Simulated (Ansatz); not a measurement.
C4F10, SMILES `FC(F)(F)C(F)(F)C(F)(F)C(F)(F)F` from Hartree–Fock to CCSD(T)

```xyz
14

F    -1.8502   -0.3177    1.2433
C    -0.9354    0.6398    1.2905
F    -0.8845    1.1254    2.5219
F    -1.2830    1.6170    0.4644
C     0.4657    0.0860    0.9169
F     0.8557   -0.7224    1.9106
F     1.3067    1.1231    0.8471
C     0.5893   -0.7502   -0.3937
F    -0.0649   -1.9049   -0.2311
F     1.8942   -1.0089   -0.5466
C     0.0853   -0.1046   -1.7121
F    -1.2385   -0.0297   -1.7152
F     0.4680   -0.8629   -2.7286
F     0.5916    1.1102   -1.8674
```

Total charge 0; spin multiplicity 1. The structure was optimised at the PBE0-D4/def2-TZVP level. It is one conformer, not always the lowest. Frozen core, restricted reference, the Gaussian-basis code of Ansatz. CBS rows extrapolate triple and quadruple zeta; past MP2 they add the triple-zeta difference.

| basis | HF (Eh) | MP2 corr. |
| --- | --- | --- |
| def2-SVP | -1144.93773 | -2.34012 |
| def2-TZVPP | -1146.36147 | -3.08715 |
| def2-QZVPP | -1146.40984 | -3.37025 |

(1) Estimate the CCSD correlation energy and the (T) correction in each basis where they were run (hartree).

## Answers

(1) 
| basis | CCSD corr. | (T) |
| --- | --- | --- |
| def2-SVP | -2.37318 | -0.05054 |
| def2-TZVPP | -3.09525 | -0.10249 |
| CBS(def2) | -3.58805 | as TZ |
